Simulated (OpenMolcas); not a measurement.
## B: terms and fine structure

```json
{
  "Program": "OpenMolcas 26.06",
  "Method": "CASSCF",
  "Basis": "ANO-RCC-VTZP [4s3p2d1f]",
  "Scalar Hamiltonian": "DKH2, point nucleus",
  "Active space": "3 electrons in 4 orbitals (2s 2p)",
  "State averaging": "2S+1 = 4 odd, 1 root (0 in the spin-orbit step); 2S+1 = 2 odd, 3 roots; 2S+1 = 4 even, 3 roots; 2S+1 = 2 even, 5 roots",
  "Spin-orbit coupling": "state interaction with AMFI integrals over the reference wave functions, term energies averaged over their components"
}
```

With spin-orbit coupling, above the lowest level:

```
Configuration  Term    J  E (cm⁻¹)  Measured (cm⁻¹)  Term weight %
       2s² 2p   ²P°  1/2       0.0              0.0            100
       2s² 2p   ²P°  3/2      14.5             15.3            100
       2s 2p²    ⁴P  1/2     24117            28870            100
       2s 2p²    ⁴P  3/2     24122            28875            100
       2s 2p²    ⁴P  5/2     24131            28881            100
       2s 2p²    ²D  3/2     54848            47857            100
       2s 2p²    ²D  5/2     54848            47857            100
```

Against the 6 measured excited levels shown (NIST Handbook of Basic Atomic Spectroscopic Data) the mean absolute deviation is 4700 cm-1; the largest miss in energy is 2s 2p² ²D_5/2: computed 54848, measured 47857 cm⁻¹ (+14.6 %).

Spin-orbit coupling puts the lowest level 9.7 cm⁻¹ below the lowest spin-free term.

Without dynamic correlation excited terms often stand tens of per cent too high (terms of higher spin than the ground term too low), and those without a measured partner can miss by more than the paired ones. Measured partners are found by configuration, term and J. A level has none where our copy of the source lacks it or the pairing is in doubt (some pairs that miss far off the trend of their configuration count as doubtful), and it then counts in no deviation. Levels of configurations outside the active space are missing. The first state left out of the spin-orbit step lies near 71000 cm-1 above the lowest spin-free state of the reference (among the parities and spins computed), and the list stops at four fifths of that energy or lower.

The term weight is that of the spin-free term in the level, not the purity of its configuration. ° marks odd parity.
